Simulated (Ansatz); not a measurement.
FH₅O₂Si₂ (`O[Si](O)(F)[SiH3]`), 10 atoms. Total charge 0; spin multiplicity 1. All runs use 4 threads of a server CPU on a shared host. Correlated methods freeze the cores.

Task: Give the basis size and wall time and peak host memory of each of these runs in Ansatz. RHF-MP2/def2-QZVPP energy; RHF-CCSD(T)/def2-SVP energy; RKS PBE0-D4/def2-TZVP relaxation (8 steps); RKS r2SCAN-D4/def2-TZVPP energy and forces; RKS PBE0-D4/def2-TZVP frequencies; RKS ωB97X-V/def2-TZVPP energy; RHF-CCSD(T)/def2-TZVPP energy; direct RPA on PBE orbitals/def2-TZVPP energy; RKS PBE0-D4/def2-QZVPP energy; RKS BHLYP-D4/def2-TZVPP energy; RKS PBE0-D4/def2-SVP energy; RKS ωB97M-V/def2-QZVPP energy. (An estimate is asked.)

Result: Ansatz gave: Other jobs shared the machine, so times are rough.

```
                                level                   job  functions  wall time  peak host memory (GiB)
                 RKS PBE0-D4/def2-SVP                energy        103      1.1 s                     0.2
              RKS BHLYP-D4/def2-TZVPP                energy        247      2.9 s                    0.63
                 RHF-CCSD(T)/def2-SVP                energy        103      3.5 s                    0.43
             RKS r2SCAN-D4/def2-TZVPP     energy and forces        247      4.2 s                    0.35
direct RPA on PBE orbitals/def2-TZVPP                energy        247      4.7 s                    0.54
               RKS ωB97X-V/def2-TZVPP                energy        247      6.5 s                    0.75
               RKS PBE0-D4/def2-QZVPP                energy        461        8 s                     1.7
               RKS ωB97M-V/def2-QZVPP                energy        461       17 s                       2
                   RHF-MP2/def2-QZVPP                energy        461       18 s                     2.5
                RKS PBE0-D4/def2-TZVP  relaxation (8 steps)        197       22 s                    0.49
                RKS PBE0-D4/def2-TZVP           frequencies        197      120 s                    0.49
               RHF-CCSD(T)/def2-TZVPP                energy        247    2.2 min                     5.1
```
